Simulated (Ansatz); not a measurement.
This geometry of Cl3H4NOTi (10 atoms, charge 0, multiplicity 1) is a first-order saddle point.

Method: Ansatz 0.2.0, RKS PBE-D4/def2-SVP.

```xyz
10
Properties=species:S:1:pos:R:3
Ti 0.283 -0.358 -0.041
O 0.464 0.150 2.009
H -0.343 0.504 2.429
Cl 2.031 0.701 -0.800
Cl -1.579 0.867 0.023
Cl -0.311 -1.718 -1.690
N 0.842 -1.982 1.107
H 0.262 -2.817 0.954
H 1.815 -2.256 0.900
H 0.620 -0.955 2.076
```

Problem. Which two structures does it join? (They come from a converged band through this point; their orientation in space is the band's.)

Solution. Bonds broken: N7–H10. Bonds formed: O2–H10.

Initial state:

```xyz
10
Properties=species:S:1:pos:R:3
Ti 0.029 -0.185 0.173
O -0.296 -0.006 1.938
H -0.868 0.739 2.207
Cl 2.037 0.479 -0.560
Cl -1.184 1.576 -0.460
Cl -1.090 -1.797 -0.904
N 1.230 -1.966 1.031
H 0.879 -2.867 0.681
H 2.231 -1.894 0.808
H 1.118 -1.944 2.053
```

Final state:

```xyz
10
Properties=species:S:1:pos:R:3
Ti 0.161 -0.678 -0.061
O 0.587 -0.041 2.148
H 1.130 0.757 1.967
Cl 1.636 1.002 -0.398
Cl -1.924 -0.121 0.608
Cl -0.177 -1.430 -2.097
N 0.852 -2.241 0.649
H 0.982 -3.124 0.146
H 1.146 -2.289 1.631
H -0.306 0.300 2.375
```

Problem. How far does it lie above each of them?

Solution. 1.26 eV above the first and 0.48 eV above the second. This is the barrier of this one path; another mechanism may lie lower. The orbitals stay closed-shell, which can raise the energy where a bond breaks towards radicals; this wasn't checked here.

Time of the run: 5 min on 4 threads of Arm Neoverse V2, with other jobs on the host, peak memory 0.23 GiB.
